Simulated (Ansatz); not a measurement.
A nudged elastic band was laid between two geometries of C2H11BOSi2 (17 atoms, charge 0, multiplicity 1).

Method: RKS PBE-D4/STO-3G (Ansatz 0.2.0).

```yaml
movable_images: 5
climbing_image: yes
spring: 5.0 eV/Å²
optimiser: quadratic models (default)
start_path: through a guess of the saddle point
force_threshold: 0.03 eV/Å
iteration_limit: 59
end_points: relaxed
```

First end point:

```xyz
17
Properties=species:S:1:pos:R:3
C -0.344 -2.139 -0.129
Si 1.266 -1.243 -0.511
C 1.350 0.456 0.327
B 0.159 1.387 -0.133
O 0.444 2.188 -1.217
Si -1.605 1.378 0.777
H -1.213 -1.606 -0.549
H -0.339 -3.156 -0.555
H -0.504 -2.232 0.957
H 2.384 -2.060 -0.055
H 1.390 -1.079 -1.954
H 1.334 0.288 1.419
H 2.333 0.895 0.069
H -0.392 2.734 -1.468
H -1.761 0.279 1.718
H -2.706 1.295 -0.177
H -1.815 2.613 1.523
```

Last end point:

```xyz
17
Properties=species:S:1:pos:R:3
C -0.282 -2.211 -0.090
Si 1.283 -1.249 -0.497
C 1.306 0.462 0.319
B 0.115 1.377 -0.176
O 0.383 2.098 -1.319
Si -1.623 1.474 0.775
H -1.179 -1.721 -0.503
H -0.236 -3.231 -0.506
H -0.426 -2.301 1.000
H 2.438 -2.012 -0.038
H 1.391 -1.100 -1.942
H 1.277 0.313 1.413
H 2.285 0.915 0.071
H -0.451 2.646 -1.575
H -2.590 2.278 0.035
H -1.481 2.092 2.087
H -2.229 0.167 0.987
```

**Question.** What changes between the two ends?

**Answer.** No bond is made or broken. The dihedral C3–B4–Si6–H15 goes from -11 to -174°.

**Question.** What energy profile does the band end with?

**Answer.** The forces met the threshold. The highest image is number 0 of 0 to 6, 0.0 kJ/mol above the first end and 0.7 kJ/mol above the last; the last end lies 0.7 kJ/mol below the first. The highest image is an end point: on this band no image between the ends rises above it. Inner images lie up to 0.003 eV below the lower end, so the ends aren't the lowest states on this path. Between wells the path still climbs a hump at image 4, 0.01 eV above the well before it. Limits of this set-up: minimal basis.

```tsv
image	path coordinate (Å)	energy (kJ/mol)	dihedral C3–B4–Si6–H15 (°)
0	0.00	0.0	-11
1	1.29	-0.6	-45
2	2.59	-1.1	-67
3	3.88	-0.8	-97
4	5.18	0.0	-133
5	6.00	-0.3	-154
6	6.83	-0.7	-174
```

Run time: 7.1 min on 1 thread of Arm Neoverse V2, on a shared host, peak memory 0.11 GiB.
